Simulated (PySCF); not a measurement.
A mixed set of molecules. Level of theory: PySCF, TDDFT B3LYP/def2-SVPD, vertical, gas phase, core orbitals frozen in the response. Geometries: GFN2-xTB; one conformer of each isolated species. Triplets are in the Tamm–Dancoff approximation. 'Strongest' means the level of largest summed f among the lowest 8 singlets; it needn't be the same kind of state in each.

**Question.** Rank by computed energy of the strongest computed level, highest first.
A. `N#CC1=CCOC1`
B. `C=CPC(C)C`
C. `O=C(O)CC#C`
D. `C=CP(=C)(C)C`

**Answer.** C (6.55 eV), A (6.29 eV), B (5.34 eV), D (3.49 eV).

| SMILES | strongest (eV) | first f ≥ 0.01 (nm) | T1 (eV) | f (S1) | f (strongest) | S1 mainly |
| --- | --- | --- | --- | --- | --- | --- |
| C#CCC(=O)O | 6.55 | 220 | 5.07 | 0.012 | 0.02 | H→L (76%) |
| N#CC1=CCOC1 | 6.29 | 260 | 3.55 | 0.061 | 0.25 | H→L (90%) |
| C=CPC(C)C | 5.34 | 232 | 4.00 | 0.162 | 0.16 | H→L (94%) |
| C=CP(=C)(C)C | 3.49 | 355 | 2.70 | 0.102 | 0.10 | H→L (98%) |

H and L stand for HOMO and LUMO.
